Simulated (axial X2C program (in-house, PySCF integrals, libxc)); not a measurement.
**Spin–orbit effects along a row: molecules with Ru (ions), PBE0**

All values come from calculations with an axial X2C code built on PySCF integrals, spin-free (one-electron X2C) or two-component (2c: spin–orbit coupling with atomic mean-field Coulomb and Gaunt terms, which also bring small scalar terms), in Dyall basis sets with cores contracted in-house; open shells are unrestricted.

Basis sets: Be dyall-v3z, C dyall-v3z, F dyall-av3z, Li dyall-cv3z, N dyall-av3z, Ru dyall-cv3z, Ru dyall-v3z.

```tsv
molecule	spin-free state	Re (Å)	ωe (cm⁻¹)	De (eV)	2c state	Re 2c (Å)	ωe 2c (cm⁻¹)	De 2c (eV)
LiRu⁺	M_S = 2, Λ = 2	2.790	258.9	0.91	Ω = 4	2.789	259.1	n/a
BeRu⁺	M_S = 3/2, Λ = 0	2.059	540.9	2.58	Ω = 3/2	2.059	539.5	n/a
RuC⁺	M_S = 1/2, Λ = 2	1.580	1180.7	5.94	Ω = 5/2	1.580	1180.1	n/a
RuN⁺	M_S = 0, Λ = 0	1.515	1327.3	4.62	Ω = 0	1.515	1326.1	n/a
RuF⁺	M_S = 2, Λ = 2	1.815	712.6	3.49	Ω = 4	1.815	712.5	n/a
```

**Question.** Work out the shifts from the spin-free to the two-component result.

**Answer.** 

| molecule | 2c state | ΔRe (Å) | Δωe (cm⁻¹) | ΔDe (eV) |
| --- | --- | --- | --- | --- |
| LiRu⁺ | Ω = 4 | -0.001 | 0.2 | n/a |
| BeRu⁺ | Ω = 3/2 | 0.000 | -1.4 | n/a |
| RuC⁺ | Ω = 5/2 | 0.000 | -0.6 | n/a |
| RuN⁺ | Ω = 0 | 0.000 | -1.2 | n/a |
| RuF⁺ | Ω = 4 | 0.000 | -0.1 | n/a |

Shifts of one unit in the last digit are rounding.

Fragments in 2c: Ru + Li+, Ru+ + Be, Ru+ + C, Ru+ + N, Ru+ + F. Each entry is the lowest single determinant of a limited PBE0 search at one distance. De goes to single-determinant-based atoms at the same level (for ions the charge split of lowest energy) and is withheld (n/a) where an atom does not fit its ground term or J level. Main or longest-lived isotopes. One determinant is a doubtful description, or other states lie close, for LiRu⁺, BeRu⁺, RuC⁺, RuF⁺; these need not be ground states, and all values refer to the states named. Some open-shell Ω = 0 determinants are out of reach, so the Ω given for LiRu⁺, RuF⁺ need not be the lowest component. With several unpaired electrons the Ω given is that of one determinant, not necessarily of the lowest component. The functionals have no current term, which raises determinants with orbital currents.
